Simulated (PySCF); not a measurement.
Ta(NH)(OH)(NH2)2 (H6N3OTa), SMILES [NH]=[Ta]([NH2])([NH2])[OH], multiplicity 1.

The structure is a stationary point at PBE0-D3(BJ)/def2-SVP. The spin state was assumed, not searched. The structure was generated by enumeration; whether it is a known compound was not checked. The def2 effective core potentials stand for the cores of Ta; spin–orbit coupling is left out. Other conformers were not sampled.

Two levels are set side by side: PBE/def2-TZVP (PySCF) and PBE0/def2-TZVP (PySCF). Same geometry, gas phase. Differences are taken from unrounded values.

```json
[
 {"quantity": "orbital gap (eV)", "PBE": "4.99"},
 {"quantity": "highest occupied level (eV)", "PBE": "-5.51"},
 {"quantity": "lowest empty level (eV)", "PBE": "-0.52"},
 {"quantity": "dipole moment (D)", "PBE": "0.76"},
 {"quantity": "mean polarisability (bohr³)", "PBE": "69.0"}
]
```

**Question.** These are the PBE values. What does PBE0 give? (An estimate is asked for; the answer gives what the named calculation found.)

**Answer.** 
```csv
quantity,PBE0,PBE minus PBE0
orbital gap (eV),7.11,-2.12
highest occupied level (eV),-6.91,1.40
lowest empty level (eV),0.19,-0.72
dipole moment (D),0.81,-0.05
mean polarisability (bohr³),66.0,3.0
```

Without exact exchange PBE keeps part of each electron's self-repulsion, which lifts occupied levels and narrows the gap. Loosely held outer electrons make PBE densities more polarisable. Differences between two approximate levels are no errors against the true value.

Rough cost on one machine, each run with all the roots and properties that it gave: PBE0 against PBE within a factor of 2.
